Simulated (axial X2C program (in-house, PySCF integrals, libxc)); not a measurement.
**What spin–orbit coupling does to LiCs⁺**

Computed with an in-house relativistic program for diatomic molecules. Spin-free means the one-electron spin-free X2C Hamiltonian; two-component (2c) means X2C with spin–orbit coupling and atomic mean-field two-electron Coulomb and Gaunt terms, so the difference of the two also holds small scalar two-electron terms. Basis: Cs dyall-cv3z [15s15p9d4f1g], Li dyall-cv3z [7s8p2d] (cores contracted in-house); Gaussian nuclei, density fitting, unrestricted open shells. Masses: Cs 132.905 u, Li 7.016 u.

Spin-free state: M_S = 1/2, Λ = 0 (beyond evenly filled blocks: σα); fragments Cs+ + Li.

```json
{"level": "PBE0", "Re (Å)": "4.247", "ωe (cm⁻¹)": "120.4", "De (eV)": "0.400", "μ (D)": "4.68"}
{"level": "HF", "Re (Å)": "4.503", "ωe (cm⁻¹)": "111.2", "De (eV)": "0.318", "μ (D)": "4.20"}
{"level": "MP2", "Re (Å)": "4.321", "ωe (cm⁻¹)": "123.2", "De (eV)": "0.398", "μ (D)": "n/a"}
{"level": "CCSD", "Re (Å)": "4.315", "ωe (cm⁻¹)": "123.5", "De (eV)": "0.394", "μ (D)": "n/a"}
{"level": "CCSD(T)", "Re (Å)": "4.303", "ωe (cm⁻¹)": "124.2", "De (eV)": "0.403", "μ (D)": "n/a"}
{"level": "LDA", "Re (Å)": "4.139", "ωe (cm⁻¹)": "124.6", "De (eV)": "0.494", "μ (D)": "5.07"}
```

Correlated methods: 9 electrons correlated (number of frozen shells: Cs 4 s, 3 p, 2 d; Li 1 s), 271 virtual spin orbitals or spinors in MP2, 77 natural virtuals in coupled cluster.

Dipoles are positive if Li is the positive end and refer to the centre of mass.

Two-component determinant lowest at the distance of the search:

Ω = 1/2 (⟨Sz⟩ = 0.50, ⟨Lz⟩ = 0.00 at HF); fragments Cs+ + Li.

| level | Re (Å) | ωe (cm⁻¹) | De (eV) | μ (D) |
| --- | --- | --- | --- | --- |
| PBE0 | 4.245 | 120.5 | 0.401 | 4.68 |
| HF | 4.502 | 111.3 | 0.318 | 4.21 |
| MP2 | 4.320 | 123.3 | 0.399 | n/a |
| CCSD | 4.313 | 123.5 | 0.395 | n/a |
| CCSD(T) | 4.302 | 124.3 | 0.404 | n/a |
| LDA | 4.137 | 124.8 | 0.495 | 5.08 |

(1) From the two tables, how do the constants change at the CCSD(T) level (2c against spin-free)?

Occupations by symmetry block were frozen at the best pattern of an incomplete PBE0 search. Dissociation energies refer to the lowest single-determinant-based atoms at the same level and basis. Density functionals use the spin component along the axis (collinear). CCSD and (T) use frozen natural virtuals with an MP2 correction for the truncation; (T) itself is uncorrected, so its De runs slightly low.

Results:

(1) At the CCSD(T) level Re falls by 0.001 Å and ωe stays the same within 0.2 cm⁻¹; De changes by 0.001 eV.
